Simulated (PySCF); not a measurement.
# C₆ coefficients of unlike pairs at M06-L

Calculated with PySCF 2.14 from the dipole response of each species, C₆(A,B) = (3/π) ∫ α_A(iu) α_B(iu) du, in atomic units, from isotropic polarisabilities. For ions this is the dispersion term alone; charge-induced terms of lower order in 1/R come first.

| species | configuration | basis | relativity | α (bohr³) | C₆ (like pair) |
| --- | --- | --- | --- | --- | --- |
| Nb³⁺ | [Kr] 4d2 (3F) | def2-TZVPPD with the def2 core potential (28 electrons) (6s4p3d2f1g) | core potential | 5.729 | 25.09 |
| Ti³⁺ | [Ar] 3d1 (2D) | aug-cc-pVTZ-DK (8s7p5d3f2g) | spin-free X2C | 2.273 | 5.843 |
| S⁺ | [Ne] 3s2 3p3 (4S) | aug-cc-pV(T+d)Z with one added diffuse shell each of s, p, d, f type (7s6p5d3f) | none | 10.35 | 51.08 |
| B²⁺ | [He] 2s1 (2S) | dyall-acv3z (15s9p4d2f) | spin-free X2C | 9.384 | 14.33 |

Q: Estimate C₆ for B²⁺ with Nb³⁺.

A: The integral gives 14.74. The combination rule 2 C_A C_B / (C_A α_B/α_A + C_B α_A/α_B) gives 14.43 and the geometric mean 18.96.

No spin-orbit coupling is included.

The other pairs:

```tsv
pair	C₆
B²⁺, Ti³⁺	6.331
S⁺, Nb³⁺	34.51
S⁺, Ti³⁺	15.73
Ti³⁺, Nb³⁺	11.95
B²⁺, S⁺	24.00
```
